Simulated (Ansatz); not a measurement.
Reaction (formal exchange of groups at the Al–B bond): `C[O][AlH][BH]S` + `CSCF` → `C[O][AlH][CH2]F` + `CSBS`

Program: Ansatz. Geometries: PBE0-D4/def2-TZVP. ΔE: electronic, gas phase. CCSD(T)/CBS is the MP2 limit (def2-TZVPP, def2-QZVPP) plus CCSD(T) − MP2 in def2-TZVPP, frozen cores. Functionals use def2-TZVPP. B3LYP here is the variant with VWN-RPA as its local correlation; programs differ in this. Each species was taken in one conformer, which may not be the lowest.

| level | ΔE (kcal/mol) | difference from CCSD(T)/CBS |
| --- | --- | --- |
| PBE-D4 | -25.1 | 0.8 |
| r2SCAN-D4 | -26.7 | -0.8 |
| PBE0-D4 | -25.5 | 0.4 |
| B3LYP-D4 | -26.7 | -0.8 |
| ωB97X-V | -25.6 | 0.3 |
| ωB97M-V | -26.7 | -0.8 |
| B2PLYP | -27.2 | -1.3 |
| PBE | -25.3 | 0.6 |
| r2SCAN | -26.8 | -0.9 |
| PBE0 | -25.6 | 0.3 |
| B3LYP | -26.9 | -1.0 |
| HF/def2-TZVPP | -26.5 | -0.6 |
| MP2/def2-TZVPP | -27.8 | -1.9 |
| SCS-MP2/def2-TZVPP | -27.1 | -1.2 |
| CCSD/def2-TZVPP | -26.0 | -0.1 |
| CCSD(T)/def2-TZVPP | -25.8 | 0.1 |
| HF/def2-QZVPP | -26.4 | -0.5 |
| MP2/def2-QZVPP | -27.8 | -1.9 |
| SCS-MP2/def2-QZVPP | -27.1 | -1.2 |
| HF/CBS(def2) | -26.4 | -0.5 |
| MP2/CBS(def2) | -27.9 | -2.0 |
| CCSD/CBS(def2) | -26.0 | -0.1 |
| CCSD(T)/CBS | -25.9 | 0 |

Largest T1 diagnostic among the species: 0.015.
